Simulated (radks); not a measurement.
Initial-state core-level shifts of the mercury ion Hg+ when its valence configuration changes from [Xe] 4f14 5d10 6s1. Calculated with a radial shooting solver on a logarithmic mesh with Libxc functionals: non-relativistic Kohn-Sham, TPSS, spin-unpolarised, spherical densities, point nucleus; meta-GGA in the generalised Kohn-Sham scheme; relativity is left out, which matters for an element this heavy. Shifts are changes of the shell-averaged eigenvalues in eV (positive: less bound); the change of the density at the nucleus, which sets a Mossbauer isomer shift, is in e/bohr^3, on a base of 3.677e+05.

[
 {"valence": "4f14 5d10 6p1", "2s": "-1.378", "2p": "-1.377", "3d": "-1.388", "4d": "-1.395", "density at nucleus": "-19.32"},
 {"valence": "4f14 5d9 6s2", "2s": "-5.028", "2p": "-5.027", "3d": "-4.982", "4d": "-4.915", "density at nucleus": "+27.10"},
 {"valence": "4f14 5d10 6s0.5 6p0.5", "2s": "-0.699", "2p": "-0.699", "3d": "-0.704", "4d": "-0.707", "density at nucleus": "-9.46"},
 {"valence": "4f13.5 5d10 6s1 6p0.5", "2s": "-10.804", "2p": "-10.628", "3d": "-11.597", "4d": "-9.571", "density at nucleus": "+15.66"},
 {"valence": "4f14 5d9 6s1.5 6p0.5", "2s": "-5.691", "2p": "-5.688", "3d": "-5.648", "4d": "-5.584", "density at nucleus": "+16.81"},
 {"valence": "4f14 5d9.5 6s1 6p0.5", "2s": "-3.167", "2p": "-3.166", "3d": "-3.151", "4d": "-3.123", "density at nucleus": "+3.06"},
 {"valence": "4f13 5d10 6s1 6p1", "2s": "-21.845", "2p": "-21.488", "3d": "-23.445", "4d": "-19.283", "density at nucleus": "+31.70"},
 {"valence": "4f14 5d9 6s1 6p1", "2s": "-6.336", "2p": "-6.333", "3d": "-6.298", "4d": "-6.237", "density at nucleus": "+6.15"},
 {"valence": "4f14 5d8.5 6s1.5 6p1", "2s": "-8.897", "2p": "-8.893", "3d": "-8.829", "4d": "-8.723", "density at nucleus": "+20.73"}
]
